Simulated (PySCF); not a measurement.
A calculated (PBE0, PySCF 2.14, aug-cc-pCVTZ-DK with one added diffuse shell each of s, p, d, f type, the spin-free X2C one-electron Hamiltonian (Gaussian nucleus)) atom or ion has these occupied shells.

| shell | electrons | orbital energy (eV) | rms radius, mean of both spins (bohr) |
| --- | --- | --- | --- |
| 1s α | 1 | -1554.5 | 0.139 |
| 1s β | 1 | -1554.4 | 0.139 |
| 2s α | 1 | -137.02 | 0.681 |
| 2s β | 1 | -136.86 | 0.681 |
| 2p α | 3 | -96.604 | 0.674 |
| 2p β | 3 | -96.382 | 0.674 |
| 3p α | 1 | -19.612 | 2.73 |

Name the element and its charge.

Al²⁺ (aluminium, charge +2), in [Ne] 3p1, 2P determinant (an excited configuration).
